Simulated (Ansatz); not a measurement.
Isolated molecules relaxed with PBE0-D4/def2-TZVP in Ansatz; ΔE leaves out vibrations. CCSD(T)/CBS adds triple-zeta CCSD(T) − MP2 to the extrapolated MP2 energy (def2 sets, frozen cores). Functionals use def2-TZVPP. One conformer a species, not always the lowest.

Reaction (isomerisation): `OC(F)[SiH2][SiH3]` → `FC([SiH3])O[SiH3]`

```tsv
level	ΔE (kJ/mol)
r2SCAN-D4	-72.8
ωB97X-V	-77.7
SCS-MP2/def2-TZVPP	-92.7
MP2/CBS(def2)	-87.7
```

**Question.** What does CCSD(T)/CBS give? (Estimate.)

**Answer.** The calculation gave: -80.0 kJ/mol. The listed levels differ from it by 7.2, 2.3, -12.7, -7.7 kJ/mol.

Largest T1 diagnostic among the species: 0.013.

From PBE to PBE0 (25 % exact exchange), in def2-TZVPP and without D4, ΔE moves by −6.4 kJ/mol. In def2-TZVPP, CCSD(T) changes the Hartree–Fock value by +22.3 kJ/mol (the triples alone add +2.7 kJ/mol) and MP2 by +14.6 kJ/mol.
